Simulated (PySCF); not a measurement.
## Sm²⁺: ionisation energy

Sm²⁺ [Xe] 4f6 (7F) → Sm³⁺ [Xe] 4f5 (high-spin determinant), as a difference of total energies. Computed with PySCF 2.14 in x2c-TZVPPall with one added diffuse shell each of s, p, d, f type (12s8p8d5f2g, 129 functions), with scalar relativity by spin-free X2C-1e. Correlated levels: valence: [Kr] 4d10 frozen; valence and next inner shell: [Ar] 3d10 frozen. The calculations carry no spin-orbit coupling.

```csv
method,ionisation energy (eV)
UHF,21.292
LDA,25.285
PBE,24.806
PBE0,24.202
r2SCAN,24.268
MP2 (valence),23.522
SCS-MP2 (valence),22.603
MP2 (valence and next inner shell),23.907
SCS-MP2 (valence and next inner shell),22.991
```

Question: How much does correlation contribute at MP2 (valence and next inner shell)?

Answer: 23.907 − (21.292) = 2.615 eV, measured against UHF.

A first-order spin-orbit estimate (lowest level to lowest level, LS coupling) adds -0.197 eV.

Errors of the correlated levels include the incompleteness of this basis and the frozen core.

The determinant of Sm³⁺ mixes LS terms, which raises its energy above the lowest term, most at the Hartree-Fock and MP2 levels.

For comparison: 23.55 ± 0.08 eV (semi-empirical (NIST evaluation); NIST Atomic Spectra Database, ionization energies).
